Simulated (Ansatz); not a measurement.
Ansatz (a program for electronic structure) input (RPA@PBE/cc-pV(Q+d)Z):
A basis named .json is the Basis Set Exchange file of that set.

Ansatz 0.2 input:
```yaml
crystal:
  periodic: [false, false, false]
  atoms:
    - {symbol: B, position_ang: [-0.14803781, 0.69147789, -0.31457610]}
    - {symbol: Cl, position_ang: [0.99304335, -0.55184561, 0.08917547]}
    - {symbol: C, position_ang: [-1.66368058, 0.66810897, -0.00803348]}
    - {symbol: H, position_ang: [-2.11310286, 1.66099964, 0.01463259]}
    - {symbol: H, position_ang: [-1.90022710, 0.13529247, 0.91845667]}
    - {symbol: H, position_ang: [-2.14613456, 0.11903998, -0.82799080]}
basis:
  gaussian:
    orbitals: cc-pV_Q+d_Z.json
hamiltonian:
  xc: pbe
magnetization: {spin_polarized: true, initial_magnetization: 1}
correlation: {method: rpa, electrons: outside_noble_gas}
```

Output:

```
Functional definition: PBE
integrals: 0.77 GiB planned
1559 factors; integrals over basis functions are off by at most 1.3e-3 eV
mean field: 1.64 GiB planned
mean field evaluation 1: about -14267.8003 eV, gradient 4.6e1 eV
mean field evaluation 2: about -14267.7976 eV, gradient 4.6e1 eV
mean field evaluation 4: about -14277.1516 eV, gradient 9.2e0 eV
mean field evaluation 8: about -14277.5986 eV, gradient 4.1e-1 eV
mean field evaluation 16: about -14277.5993 eV, gradient 1.6e-4 eV
mean field -14277.59933889 eV, -524.6920979998 hartree, gradient 5.9e-6 eV, S^2 0.752437; 0 other end points of the search recorded, 0 dependent functions left out
7 core orbitals not correlated
reference -14253.45069881 eV, -523.8046518453 hartree; 9, 8 occupied and 248, 249 virtual orbitals, 1559 factors
Total energy: -14276.08096847 eV, -524.6362989160 hartree
```

It need not be the lowest isomer of its formula.
